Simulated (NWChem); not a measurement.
The numbers come from NWChem runs, not from measurements. System: CH₄OSi, charge 0, spin multiplicity 1, at a geometry optimised with PBE0/def2-SVP. The structure started from a generated list of species. Level: CCSD(T)/def2-SVP, 7 core orbitals frozen.

NWChem printed:

```
             Northwest Computational Chemistry Package (NWChem) 7.3.0
             --------------------------------------------------------

                                NWChem Input Module
                                -------------------

 Scaling coordinates for geometry "geometry" by  1.889725989
 (inverse scale =  0.529177249)

                             Geometry "geometry" -> ""
                             -------------------------

 Output coordinates in angstroms (scale by  1.889725989 to convert to a.u.)

  No.       Tag          Charge          X              Y              Z
 ---- ---------------- ---------- -------------- -------------- --------------
    1 Si                  14.0000     0.03822700    -0.12731000     0.65789300
    2 C                    6.0000     0.41684600     1.36760200    -0.44663200
    3 H                    1.0000     0.04787800     2.30049300     0.01247800
    4 H                    1.0000     0.00882600     1.26439000    -1.46428100
    5 H                    1.0000     1.51561700     1.47560700    -0.51842300
    6 O                    8.0000    -0.48538600    -1.17699300    -0.54414900
    7 H                    1.0000    -0.72548500    -2.04782200    -0.20729300

 Effective nuclear repulsion energy (a.u.)      99.5283893449

            Nuclear Dipole moment (a.u.)
            ----------------------------
        X                 Y               Z
 ---------------- ---------------- ----------------
     0.0000037795    -0.0000075589    -0.0000018897


 Summary of "ao basis" -> "" (spherical)
 ------------------------------------------------------------------------------
       Tag                 Description            Shells   Functions and Types
 ---------------- ------------------------------  ------  ---------------------
 *                          def2-svp                  on all atoms

 Summary of "ao basis" -> "ao basis" (spherical)
 ------------------------------------------------------------------------------
       Tag                 Description            Shells   Functions and Types
 ---------------- ------------------------------  ------  ---------------------
 Si                         def2-svp                 8       18   4s3p1d
 C                          def2-svp                 6       14   3s2p1d
 H                          def2-svp                 3        5   2s1p
 O                          def2-svp                 6       14   3s2p1d
[...]
     2   0 0 2    -23.264741      0.000000     43.142735

                   NWChem Extensible Many-Electron Theory Module
                   ---------------------------------------------


            General Information
            -------------------
      Number of processors :     1
         Wavefunction type : Restricted Hartree-Fock
          No. of electrons :    32
           Alpha electrons :    16
            Beta electrons :    16
           No. of orbitals :   132
            Alpha orbitals :    66
             Beta orbitals :    66
        Alpha frozen cores :     7
         Beta frozen cores :     7
     Alpha frozen virtuals :     0
      Beta frozen virtuals :     0
         Spin multiplicity : singlet
    Number of AO functions :    66
       Number of AO shells :    32
        Use of symmetry is : off
      Symmetry adaption is : off
         Schwarz screening : 0.10D-09

          Correlation Information
          -----------------------
          Calculation type : Coupled-cluster singles & doubles w/ perturbation
   Perturbative correction : (T)
            Max iterations :      100
        Residual threshold : 0.10D-05
     T(0) DIIS level shift : 0.00D+00
     L(0) DIIS level shift : 0.00D+00
     T(1) DIIS level shift : 0.00D+00
     L(1) DIIS level shift : 0.00D+00
     T(R) DIIS level shift : 0.00D+00
     T(I) DIIS level shift : 0.00D+00
   CC-T/L Amplitude update :  5-th order DIIS
                I/O scheme : Global Array Library
        L-threshold :  0.10D-05
        EOM-threshold :  0.10D-05
 no EOMCCSD initial starts read in
 TCE RESTART OPTIONS
 SLICE:      F
 D4D5:       F
 quantumc:   F
 qrotation:  F
 pwtce:      F
 qducc:      F
 nacto:                         0
 nrotv:                         0
 nrot:                          0

            Memory Information
            ------------------
          Available GA space size is     249032444 doubles
          Available MA space size is     104854452 doubles

 Maximum block size supplied by input
 Maximum block size        24 doubles

 tile_dim =     17

 -------------------------------------------------

 Global array virtual files algorithm will be used

 Parallel file system coherency ......... OK

 4-electron integrals stored in orbital form

 v2    file size   =          2684693
 4-index algorithm nr.  13 is used
 imaxsize =       30
 imaxsize ichop =        0


CCSD iterations
 ---------------------------------------------------------
 Iter          Residuum       Correlation     Cpu    Wall
 ---------------------------------------------------------
    1   0.1601216136708  -0.4167562392220     0.2     0.2
    2   0.0470377662505  -0.4385933344485     0.2     0.2
    3   0.0177759296469  -0.4475349575493     0.2     0.2
    4   0.0080585766427  -0.4497043452272     0.2     0.2
    5   0.0036945223642  -0.4507444070977     0.2     0.2
    6   0.0010848658937  -0.4513178634935     0.2     0.2
    7   0.0005952791818  -0.4514116301358     0.2     0.2
    8   0.0002940936137  -0.4514293441076     0.2     0.2
    9   0.0001935106626  -0.4514320027731     0.2     0.2
   10   0.0001047333539  -0.4514398851918     0.2     0.2
   11   0.0000190286796  -0.4514461003078     0.2     0.2
   12   0.0000093587872  -0.4514472319614     0.2     0.2
   13   0.0000052404703  -0.4514476918509     0.2     0.2
   14   0.0000033435320  -0.4514476597196     0.2     0.2
   15   0.0000020303350  -0.4514477010353     0.2     0.2
   16   0.0000004664702  -0.4514476528110     0.2     0.2
 -----------------------------------------------------------------
 Iterations converged
 CCSD correlation energy / hartree =        -0.451447652810969
 CCSD total energy / hartree       =      -404.263718213410073

 Singles contributions

 Doubles contributions
 CCSD(T)
 Using plain CCSD(T) code
             total no. of tasks           28
 total no. of tasks / no. procs           28
                         wl_min      2985984          12.0
                         wl_max      3581577          12.4
        thresh for no. of tasks           28

 CCSD[T]  correction energy / hartree =        -0.012875378811765
 CCSD[T] correlation energy / hartree =        -0.464323031622734
 CCSD[T] total energy / hartree       =      -404.276593592221843
 CCSD(T)  correction energy / hartree =        -0.012005177506700
 CCSD(T) correlation energy / hartree =        -0.463452830317669
 CCSD(T) total energy / hartree       =      -404.275723390916767

 Task  times  cpu:       18.7s     wall:       18.7s

 Total times  cpu:       18.8s     wall:       18.8s
```

Question: Write an NWChem input that would produce this output.

Answer: One answer among several that fit: 
```
start mol
memory heap 100 mb stack 700 mb global 1900 mb
geometry units angstroms nocenter noautoz noautosym
  Si     0.038227    -0.127310     0.657893
  C      0.416846     1.367602    -0.446632
  H      0.047878     2.300493     0.012478
  H      0.008826     1.264390    -1.464281
  H      1.515617     1.475607    -0.518423
  O     -0.485386    -1.176993    -0.544149
  H     -0.725485    -2.047822    -0.207293
end
basis spherical
  * library def2-svp
end
scf
  rhf
  nopen 0
  maxiter 100
  thresh 1e-7
  semidirect memsize 60000000 filesize 0
end
tce
  freeze core 7
  ccsd(t)
  2eorb
  2emet 13
  thresh 1e-6
  maxiter 100
  tilesize 24
end
task tce energy
```
